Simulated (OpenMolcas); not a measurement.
Ag4+ (d7) among equal point charges was computed by CASSCF with the d shell active (OpenMolcas, ANO-RCC-VDZP on the metal). Its lowest spin-free states, and all those of the highest spin:

```csv
2S+1,Degeneracy,E (cm-1)
4,1,0.0
4,2,492.7
4,2,1615
4,2,2200
4,2,16240
2,2,17560
2,1,18091
2,1,18093
2,2,18584
2,2,18915
2,1,18983
4,1,20533
```

Problem. Is the site octahedral, tetrahedral or cube-like, axial, or of lower symmetry?

Solution. The states with 2S+1 = 4 have orbital degeneracies 1, 2, 2, 2, 2, 1. There are pairs but no triples, so the site is axial: not cubic, but with a proper or improper axis of order three or more. The run had Ag4+ among 3 point charges of -1 e arranged as a planar triangle (D3h), 2.31 Å from the ion.

Spin-orbit coupling mixes the spin-free states strongly: the lowest level takes only 52 % from its leading state, 4A2. Without dynamic correlation the repulsion within the d shell is too large (B by tens of per cent), so at a given field states of lower spin stand too high. Point charges give a weaker field than real ligands, and real ions of this kind are as a rule low spin; the high spin found here belongs to the model. The ground term spreads over less than 5000 cm-1, several times less than with real ligands, so orbital moments are less quenched and χT lies further from the spin-only value than at real sites. Point charges carry no covalency, so the field is a model and not that of real ligands. An unlabelled pair can be two single states that coincide in this model. No measured value stands beside these numbers.
